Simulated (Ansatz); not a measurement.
Reaction (cleavage of the Si–Si bond): `C[SiH](F)[SiH3]` + `[NH2][AlH][OH]` → `[OH][AlH][NH][SiH3]` + `C[SiH2]F`

Gas-phase electronic energies from Ansatz, PBE0-D4/def2-TZVP geometries. CBS: MP2 limit from def2 TZ/QZ plus the TZ coupled-cluster correction, frozen cores. This one scheme is used for every species. Functionals use def2-TZVPP. Each species was taken in one conformer, which may not be the lowest.

`C[SiH](F)[SiH3]`:

```xyz
11

C    -1.360    1.049   -0.238
Si    0.411    0.702    0.212
F     0.655    1.160    1.736
Si    0.953   -1.573    0.026
H    -2.048    0.473    0.384
H    -1.541    0.781   -1.283
H    -1.588    2.110   -0.115
H     1.323    1.520   -0.634
H     0.062   -2.398    0.887
H     2.366   -1.825    0.415
H     0.766   -2.001   -1.389
```

`[NH2][AlH][OH]`:

Cartesian coordinates in Å:
```
N -0.076 -1.020 -0.860
Al 0.040 0.513 -0.003
O 0.026 0.446 1.693
H -0.150 -1.923 -0.421
H -0.078 -1.112 -1.862
H 0.153 1.875 -0.794
H 0.084 1.221 2.247
```

`[OH][AlH][NH][SiH3]`:

Cartesian coordinates in Å:
```
O -1.128 1.202 1.520
Al -0.296 1.486 0.073
N 0.431 0.080 -0.731
Si 0.445 -1.590 -0.289
H -1.555 1.888 2.029
H -0.156 2.926 -0.560
H 0.921 0.286 -1.592
H -0.302 -1.734 0.983
H 1.833 -2.102 -0.102
H -0.193 -2.444 -1.331
```

`C[SiH2]F`:

```xyz
8

C    -0.222   -0.908    0.310
Si    0.227    0.802   -0.246
F    -0.759    1.253   -1.428
H    -0.133   -1.623   -0.510
H     0.446   -1.228    1.115
H    -1.247   -0.942    0.687
H     0.077    1.790    0.853
H     1.611    0.855   -0.781
```

| level | ΔE (kJ/mol) | difference from CCSD(T)/CBS |
| --- | --- | --- |
| LDA (SPW92) | -41.6 | 19.2 |
| r2SCAN-D4 | -53.8 | 7.0 |
| B97M-V | -53.9 | 6.9 |
| PBE0-D4 | -46.3 | 14.5 |
| BHLYP-D4 | -66.1 | -5.3 |
| revPBE | -37.8 | 23.0 |
| BHLYP | -66.6 | -5.8 |
| CAM-B3LYP | -62.2 | -1.4 |
| RPA@PBE/def2-TZVPP | -65.0 | -4.2 |
| HF/def2-SVP | -76.4 | -15.6 |
| MP2/def2-SVP | -71.1 | -10.3 |
| CCSD/def2-SVP | -65.5 | -4.7 |
| MP2/def2-TZVPP | -70.6 | -9.8 |
| CCSD(T)/def2-TZVPP | -62.7 | -1.9 |
| MP2/def2-QZVPP | -69.9 | -9.1 |
| HF/CBS(def2) | -78.9 | -18.1 |
| CCSD(T)/CBS | -60.8 | 0 |

Largest T1 diagnostic among the species: 0.012.

From PBE to PBE0 (25 % exact exchange), in def2-TZVPP and without D4, ΔE moves by −7.4 kJ/mol. At CCSD(T), def2-SVP lies −3.7 kJ/mol from the extrapolated value and def2-TZVPP −1.9 kJ/mol. In def2-TZVPP, CCSD(T) changes the Hartree–Fock value by +14.9 kJ/mol (the triples alone add +1.6 kJ/mol) and MP2 by +7.0 kJ/mol.
